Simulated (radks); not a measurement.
Task: Ionisation of the xenon ion Xe+, [Kr] 4d10 5s2 5p5, to [Kr] 4d10 5s2 5p4 as the strength of local exchange is varied. All-electron calculation, scalar-relativistic Kohn-Sham, Slater X-alpha exchange (alpha = 2/3 is LDA exchange), no correlation, spin-polarised, spherical densities, finite nucleus; open shells are filled with parallel spins first (spin-orbit coupling, left out, can overturn this in heavy ions); Fermi nuclear charge, rms radius 4.7859 fm. Program: a radial shooting solver on a logarithmic mesh with Libxc functionals.

| alpha | E(Xe+) (hartree) | exchange (hartree) | IE (eV) | -e of the level emptied (eV) | <r> of it (bohr) |
|---|---|---|---|---|---|
| 0.648 | -7430.57285 | -170.05697 | 19.665 | 15.237 (5p) | 2.217 |
| 0.667 | -7435.57400 | -175.15415 | 19.888 | 15.453 (5p) | 2.209 |
| 0.9 | -7497.16184 | -238.17407 | 22.724 | 18.227 (5p) | 2.117 |
| 0.97 | -7515.75773 | -257.29201 | 23.612 | 19.102 (5p) | 2.092 |
| ? | -7413.48764 | -152.66695 | 18.912 | 14.506 (5p) | 2.244 |

Which alpha was used in the last row?

Result: alpha = 0.583. NIST Atomic Spectra Database: 20.975 eV (semi-empirical). The Delta-SCF value meets it near alpha = 0.76. Open shells are spherical and high-spin; term and fine-structure splittings are not resolved. Spin-orbit splitting is averaged out at the scalar-relativistic level.
